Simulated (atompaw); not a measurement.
## What one change does to a pseudopotential (lanthanum (La), PAW (atompaw))

lanthanum (La), PAW, made with atompaw 4.2.0.5 (PBE, scalar-relativistic). Core [Kr], reference 4d10 4f0 5s2 5p6 5d1 6s0.5 6p0 (charge +1.5). Waves: 5s (bound): rc 2.40 bohr; 6s (bound): rc 3.00 bohr; 5p (bound): rc 1.95 bohr; 6p (bound, empty): rc 3.00 bohr; 4d (bound): rc 1.25 bohr; 5d (bound): rc 3.00 bohr; 4f (bound, empty): rc 1.10 bohr; 4f channel at 0.75 Ry: rc 1.10 bohr. Local part: vpsmatchnc scheme with l = 4 at 1 Ry, radius 2.10 bohr. Core correction: smooth core density matched at 2.05 bohr. Augmentation charge: sinc compensation charge, radius 2.55 bohr; PAW radius 3.00 bohr; waves and projectors: custom polynom vanderbiltortho.

Change: local potential vpsmatchnc scheme with l = 4 at 1 Ry, radius 1.24 bohr.

Cutoffs: the cutoffs (Ry, on a coarse ladder) from which the occupation-weighted sum of valence levels, in a spherical-Bessel basis at the reference potential, stays within 10 and 1 mRy of its value at 400 Ry; they do not see the model core or the augmentation charge, which bear on the density cutoff.

Task: What does the change do?

Result: The potential gets neither clearly harder nor softer (110 Ry and 180 Ry → 110 Ry and 180 Ry); the bound ghosts move from s to p, s; the range in which the s phases agree narrows (upper end 3.3 → -0.3). A state that the projectors do not describe sees the local part alone, so a deeper or shallower local part can create or remove a ghost.

```csv
quantity,base,changed
"cutoff, loose",110 Ry,110 Ry
"cutoff, tight",180 Ry,180 Ry
loose cutoff by channel (10 mRy a level),"s 8 Ry, p 10 Ry, d 60 Ry","s 8 Ry, p 10 Ry, d 70 Ry"
bound ghosts,s,"s, p"
s: phases at 3.00 bohr within 0.05 rad from the reference energy up to (Ry; the scan ends near 5),3.3,-0.3
p: phases at 3.00 bohr within 0.05 rad from the reference energy up to (Ry; the scan ends near 5),-0.0,0.4
d: phases at 3.00 bohr within 0.05 rad from the reference energy up to (Ry; the scan ends near 5),0.6,0.4
f: phases at 3.00 bohr within 0.05 rad from the reference energy up to (Ry; the scan ends near 5),5.0,to the end of the scan
lowest overlap eigenvalue by channel,"s 0.63, p 0.68, d 0.98, f 0.99","s 0.61, p 0.64, d 0.98, f 0.94"
```

 A true bound ghost makes a file unfit for plane-wave use even where its test errors are small: the radial tests pick states by their node count and pass the ghost by. The cutoffs see the waves, projectors and local potential, not the compensation charge or the core.
